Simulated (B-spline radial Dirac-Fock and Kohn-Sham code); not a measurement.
## Total conversion coefficients of Ru against transition energy

Model: a Dirac-Hartree-Slater potential of the neutral atom with a Latter tail (no hole, which puts coefficients of high multipoles low close above an edge), finite nucleus with surface currents. Program: a radial B-spline solver. Subshells within 1 keV of threshold and pair formation are left out.

```
energy (keV)        E2        E3        E4        E5        M3        M4
        10.6     11700  3.43e+06  4.55e+08  5.08e+10  3.28e+06  5.61e+08
        12.7      4710  1.15e+06  1.33e+08  1.26e+10  1.04e+06  1.45e+08
        13.9      2990    663000  7.15e+07  6.26e+09    586000  7.45e+07
          20       486     73200  5.90e+06  3.80e+08     61400  5.23e+06
        23.7       246     26300  1.84e+06  1.02e+08     25900  1.56e+06
          50      15.6       383     11500    324000       705     13400
        58.3      9.02       173      4180    100000       345      5540
        58.9      8.69       164      3910     93000       329      5230
        62.5      7.04       121      2670     59400       250      3740
        70.1      4.67      68.6      1280     25100       148      1970
        84.2      2.42      28.2       410      6480      64.1       720
         100      1.31      12.6       145      1870      29.6       285
         117     0.743      6.10      58.1       618      14.8       124
         123     0.621      4.86      43.6       438      11.8      95.8
         130     0.509      3.79      31.9       299      9.31      71.9
         200     0.109     0.569      3.09      18.1      1.49      8.17
         209    0.0936     0.471      2.46      13.8      1.25      6.58
         225    0.0723     0.344      1.69      8.81     0.922      4.61
         365    0.0142    0.0487     0.166     0.577     0.140     0.493
         500   0.00537    0.0154    0.0431     0.121    0.0448     0.129
         523   0.00471    0.0132    0.0360    0.0986    0.0383     0.108
         600   0.00319   0.00832    0.0211    0.0534    0.0240    0.0623
         685   0.00224   0.00546    0.0130    0.0306    0.0155    0.0375
         727   0.00192   0.00456    0.0105    0.0241    0.0128    0.0300
         954  0.000990   0.00210   0.00431   0.00868   0.00555    0.0114
        1000  0.000889   0.00186   0.00373   0.00737   0.00483   0.00972
        1850  0.000251  0.000434  0.000712   0.00114  0.000902   0.00147
        1860  0.000249  0.000429  0.000703   0.00112  0.000890   0.00144
        2000  0.000217  0.000368  0.000592  0.000925  0.000742   0.00118
```

Q: How fast do they fall between 1850 and 2000 keV?

A: As powers of the energy: E2 E^-1.85, E3 E^-2.11, E4 E^-2.37, E5 E^-2.64, M3 E^-2.50, M4 E^-2.77. Within one type (E or M) the higher multipoles fall faster.

Values without a named source are computed, but for edge energies of neutral atoms, which are taken from tables.
